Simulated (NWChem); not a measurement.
Total energies of aminoborane (H₄BN)

SMILES: NB
```xyz
6

B      0.0000     0.0000     0.7762
N      0.0000     0.0000    -0.6112
H     -1.0575     0.0000     1.3645
H      1.0575     0.0000     1.3645
H      0.8464     0.0000    -1.1658
H     -0.8464     0.0000    -1.1658
```
Charge 0, spin multiplicity 1.

The numbers come from NWChem runs, not from measurements. Structure: optimised with PBE0/def2-SVP, a minimum by its harmonic frequencies. It is one conformer; others weren't searched.

Basis set: 3-21G (26 functions).

```tsv
method	total energy (Ha)
RHF	-81.04269
MP2	-81.20782
B2PLYP	-81.45917
PBE	-81.46403
B3LYP	-81.59319
PBE0	-81.48000
CCSD(T)	-81.23435
```

Total energies of different functionals aren't comparable as a measure of quality: only differences taken within one method are. 

The correlated methods keep 2 core orbitals frozen. B3LYP has NWChem's definition, with VWN1-RPA local correlation. No row is a measurement; the coupled-cluster row has its own basis-set and correlation limits.
